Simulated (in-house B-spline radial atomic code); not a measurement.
Values are calculated unless marked as measured or tabulated.
## Two electrons in InAs: a parabolic dot with ħω = 0.292 meV in all three directions with a doubly ionised double donor at its centre

For InAs the NSM archive of the Ioffe Institute lists m* = 0.023 m0 and ε = 15.15. Real donors also feel a central-cell potential, which shifts the ground state; some double donors stay shallow and helium-like, others are deep centres that this model can't describe. In so narrow a gap the band flattens within tens of meV, so real spacings are smaller, by up to some tenths.

Effective-mass model with parabolic bands, a uniform dielectric constant, no image charges, no central-cell or spin-orbit terms. Two-electron levels come from full CI in B-splines with partial waves to l = 5 (up to 0.001 effective hartree above the limit).

**Question.** What are the effective units, and what is the potential in them?

**Answer.** Ha* = 27211.386 meV × 0.023/15.15² = 2.727 meV and a* = 0.0529177 nm × 15.15/0.023 = 34.86 nm. The frequency is ω = 0.107 Ha*, with −2/r added.

In these units the lowest s and p orbitals lie at -1.9957 and -0.4610, and their Coulomb and exchange integrals are J_ss = 1.2534, J_sp = 0.5162 and K_sp = 0.03926. Full CI gives -2.8900 for the ground singlet, -2.0402 for the sp triplet, -2.0171 for the sp singlet and -2.0788 for the lowest triplet of two s orbitals.

**Question.** What does it cost to add the second electron, to first order and exactly?

**Answer.** To first order E = 2ε_s + J_ss = -2.7381, so the charging energy E(2) − 2E(1) is J_ss = 3.418 meV. CI gives -2.8900 − 2 × (-1.9957) = 1.1015, or 3.003 meV: relaxation and correlation lower it by 0.4143 meV, 12.1 % of J_ss. The s² configuration of one-electron orbitals holds 92.8 % of the state, and the mean radius is 32.1 nm.

**Question.** How far above the singlet do the triplets lie?

**Answer.** To first order the sp triplet lies at ε_s + ε_p + J_sp − K_sp = -1.9798, which is 2.068 meV above 2ε_s + J_ss. CI gives -2.0402 − (-2.8900) = 0.8498, or 2.317 meV, 55 % of the orbital spacing of 4.185 meV. The ss triplet lies 2.212 meV up, so the lower of the two is the ss one, and its gap equals k_BT at 25.7 K. The sp singlet-triplet splitting is 0.06287 meV, against 2K_sp = 0.2141 meV.
